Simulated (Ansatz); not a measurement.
A structure relaxed at r2SCAN-D4/def2-SVPD in Ansatz, charge -1, doublet:

Cartesian coordinates in Å:
```
Ag 0.7153 -0.5994 -0.9575
Ag -0.7169 0.6059 0.9522
Cl -2.0014 1.6763 2.6649
Cl 2.0030 -1.6828 -2.6596
```

**Question.** Give its formula and point group.

**Answer.** Ag₂Cl₂⁻. Point group D∞h (tolerance 0.1 Å).

**Question.** Summarise the bond lengths by kind (pairs closer than 1.2 times the sum of covalent radii, bridged metal pairs left out).

**Answer.** 2 × Ag–Cl 2.39 Å; 1 × Ag–Ag 2.67 Å.

In the def2 sets Ag takes a core potential; there is no spin–orbit coupling. The relaxation made no stability test and no search for a lower SCF solution. No other spin state of charge -1 was run. Another isomer (doublet) lies 0.06 eV lower at r2SCAN-D4/def2-TZVPD; other spin states weren't run for this one.
